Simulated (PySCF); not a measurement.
Input of a run (PBE0-D3(BJ)/def2-SVP geometry optimisation, gas phase (PySCF 2.14.0)), started from GFN2-xTB:
```
{"job": {"xc": "PBE0", "basis": "def2-SVP", "d3": "d3bj", "grid": 1, "shake": 0.01, "kind": "geom"}, "charge": 0, "multiplicity": 1}
Ge    -1.678460    -0.167370    -0.180950
O     -0.112060     0.107120     0.508340
Ge     1.581120     0.270070     0.323180
Br     2.338360    -1.209700    -1.220180
H     -2.186110     1.208930    -0.610430
H     -2.459960    -0.716090     0.964130
H     -1.535840    -1.082050    -1.344630
H      1.943880     1.666510    -0.167760
H      2.166880    -0.094570     1.694590
```

Output (energies in Eh, forces in Eh/bohr):
```
step   0  E = -6804.66282554  max force = 0.014667
step   1  E = -6804.66735915  max force = 0.010631
step   2  E = -6804.66872195  max force = 0.003164
step   3  E = -6804.66887352  max force = 0.002827
step   4  E = -6804.66905046  max force = 0.004054
step   5  E = -6804.66916506  max force = 0.004449
step   6  E = -6804.66922409  max force = 0.002275
step   7  E = -6804.66925376  max force = 0.001298
step   8  E = -6804.66926499  max force = 0.001442
step   9  E = -6804.66928345  max force = 0.001026
step  10  E = -6804.66930099  max force = 0.000458
step  11  E = -6804.66932075  max force = 0.000804
step  12  E = -6804.66935574  max force = 0.001890
step  13  E = -6804.66946318  max force = 0.004979
step  14  E = -6804.66956064  max force = 0.005441
step  15  E = -6804.66978669  max force = 0.003032
step  16  E = -6804.66987879  max force = 0.002194
step  17  E = -6804.66989136  max force = 0.001302
step  18  E = -6804.66986093  max force = 0.000449
step  19  E = -6804.66985980  max force = 0.000449
step  20  E = -6804.66986369  max force = 0.000376
step  21  E = -6804.66986299  max force = 0.000339
step  22  E = -6804.66986209  max force = 0.000329
optimisation converged
```

Q: Summarise the run.

A: The energy falls by 4.4 kcal/mol over 23 energy and gradient evaluations, the largest force component goes from 0.0147 to 3.3e-04 Eh/bohr, and the atoms move by 0.586 Å rms after alignment. The bond that changes most is Ge1–O2 (ends: germanium bonded to O and 3 H; oxygen bonded to 2 Ge), which lengthens by 0.058 Å. Bonds longer at the end by more than 0.005 Å: 7 of 8; shorter: 0. Among the angles that change most is Ge1–O2–Ge3, from 150.0° to 128.7°. Among the dihedrals that turn most is H7–Ge1–O2–Ge3, from 32° to 82°. The energy rose by more than 1e-6 Eh at steps 18 and 19. The first step brought 64 % of the lowering.

Q: What are the final bond lengths?

A: Ge1–O2 1.791 Å, O2–Ge3 1.757 Å, Ge3–Br4 2.316 Å, Ge1–H5 1.541 Å, Ge1–H6 1.535 Å, Ge1–H7 1.537 Å, Ge3–H8 1.536 Å, Ge3–H9 1.531 Å. Numbering counts from 1 in the input's order; the species is `[GeH3][O][GeH2][Br]`.

The run used 135 basis functions and 142 SCF cycles in all.

No frequency check. One conformer, not necessarily the lowest.
